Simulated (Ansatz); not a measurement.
Cost and result up the ladder for Si(NMe2)H3 (C2H9NSi) (13 atoms). Charge 0, multiplicity 1. Geometry: PBE0-D4/def2-SVP.

```xyz
13

Si    0.142   -0.736    1.465
N    -0.079   -0.107   -0.137
C     1.015   -0.044   -1.072
C    -1.175    0.775   -0.448
H     0.666   -0.256   -2.100
H     1.783   -0.794   -0.825
H     1.512    0.948   -1.095
H    -2.009    0.623    0.255
H    -0.895    1.848   -0.409
H    -1.562    0.576   -1.465
H     1.029   -1.936    1.372
H    -1.201   -1.106    2.006
H     0.774    0.207    2.452
```

Ansatz on 4 threads of Intel Xeon on a shared host. Times are rough, and most runs start from the orbitals of an earlier one. ωB97X-V/def2-TZVP serves as the yardstick here, not as an exact answer. Differences are given only for rows in sets of like size (and for xTB, whose basis is part of the method), since another set adds its own error. Binding counts from free atoms at the same level (Si triplet, N quartet, C triplet, H doublet; other spins of the atoms weren't run), without zero-point energy or a counterpoise term.

LC-ωPBE has ω = 0.4 bohr⁻¹. B3LYP takes the VWN-RPA correlation. Correlated methods freeze 8 core orbitals.

Correlated methods converge slowly with the basis.

| level | functions | binding energy per atom (eV) | difference from ωB97X-V/def2-TZVP (eV) |
| --- | --- | --- | --- |
| LC-ωPBE/def2-TZVP | 184 | 3.61 | -0.04 |
| HF/6-31G | 58 | 2.44 | – |
| B3LYP-D4/6-31G | 58 | 3.49 | – |
| PBE0-D4/def2-TZVP (with forces) | 184 | 3.63 | -0.02 |
| PBE-D4/def2-TZVP | 184 | 3.67 | 0.02 |
| CCSD(T)/def2-TZVPP | 261 | 3.55 | -0.10 |
| ωB97X-V/def2-TZVP | 184 | 3.65 | 0.00 |
| LDA (SPW92)/def2-TZVP | 184 | 4.09 | 0.44 |
| PBE-D4/def2-SVP | 105 | 3.68 | – |
| PBE0-D4/def2-SVP | 105 | 3.64 | – |
| r2SCAN-D4/def2-TZVP | 184 | 3.62 | -0.03 |
| BHLYP-D4/def2-TZVP | 184 | 3.57 | -0.08 |
| MP2/def2-TZVP | 184 | 3.50 | -0.15 |
| HF/STO-3G | 33 | 3.38 | – |

Problem. Estimate how long each takes.

Solution. HF/STO-3G 0.88 s; HF/6-31G 1.9 s; B3LYP-D4/6-31G 3.5 s; PBE-D4/def2-SVP 3.6 s; MP2/def2-TZVP 3.8 s; BHLYP-D4/def2-TZVP 4 s; LC-ωPBE/def2-TZVP 4.1 s; LDA (SPW92)/def2-TZVP 4.3 s; PBE0-D4/def2-SVP 4.9 s; PBE-D4/def2-TZVP 6 s; r2SCAN-D4/def2-TZVP 7.5 s; PBE0-D4/def2-TZVP (with forces) 8.6 s; ωB97X-V/def2-TZVP 11 s; CCSD(T)/def2-TZVPP 7.6 min. On shared hardware such times vary by a factor of up to 3.
